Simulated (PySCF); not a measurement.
## From computed data to an observable: oscillator strength and radiative lifetime

InF2Cl, SMILES [F][In]([F])[Cl].

Geometry: B3LYP-D3(BJ)/def2-SVP. The def2 effective core potentials stand for the cores of In; spin–orbit coupling is left out.

TDA-B3LYP/def2-SVPD run with PySCF puts the first singlet state with f over 0.02 at 5.68 eV (vertical), with the transition dipole (0.000, 0.000, 0.739) in atomic units.

Find the oscillator strength, the wavelength and the radiative lifetime that this transition would have in vacuum if emission retraced absorption.


|μ|² = 0.5461 au, so |μ| = 1.88 D. ΔE = 5.68/27.211 = 0.2087 hartree. f = (2/3) ΔE |μ|² = 0.076 (the program prints 0.076).
λ = 1239.84/5.68 = 218 nm; ν = 45812 cm⁻¹.
Einstein's coefficient A = 0.6670 ν² f s⁻¹ (ν in cm⁻¹) = 1.1e8 s⁻¹, so τ = 1/A = 9.4 ns. This state is S5; the lower singlets have f = 0.014, 0.008, 0.000, 0.016. The figure is the radiative limit of this one transition; relaxation, internal conversion, crossing to triplets and a medium change what is measured.
